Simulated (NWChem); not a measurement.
Species: C$_{6}$H$_{7}$, doublet; SMILES C1C=CC=C[CH]1

```xyz
13

C      0.0000    -1.2505     0.6260
C      0.0000    -1.2240    -0.7407
C      0.0000     0.0000    -1.4559
C      0.0000     1.2240    -0.7407
C      0.0000     1.2505     0.6260
C      0.0000     0.0000     1.4438
H      0.0000    -2.2080     1.1549
H      0.0000    -2.1663    -1.2960
H      0.0000     0.0000    -2.5474
H      0.0000     2.1663    -1.2960
H      0.0000     2.2080     1.1549
H      0.8684     0.0000     2.1392
H     -0.8684     0.0000     2.1392
```
Atoms are numbered in this order, from 1.

Program: NWChem. Spin-unrestricted. Spin-contaminated determinants: UHF/STO-3G (<S²> = 1.42), UHF/def2-SVP (<S²> = 1.19), UHF/def2-SVPD (<S²> = 1.18), UHF/def2-TZVP (<S²> = 1.18). In the optimisation the excess spin sits in a" (Cs, its own frame). The geometry was optimised at PBE0/def2-SVP, spin-unrestricted. No frequency run checked for a minimum. No stability test was run on the SCF state.

**Question.** Order these runs by computing time, cheapest first, and give rough ratios: UHF/def2-SVP; UHF/STO-3G; UHF/def2-TZVP.

**Answer.** UHF/STO-3G (1), UHF/def2-SVP (5), UHF/def2-TZVP (30). Ratios are rough, from one shared machine; the cheapest took roughly 4 core-seconds. What differs between the cheapest and the dearest: highest occupied level (eV) -6.97 → -7.93; lowest empty minus highest occupied level, either spin (eV) 14.22 → 10.75; dipole (D) 0.22 → 0.36.
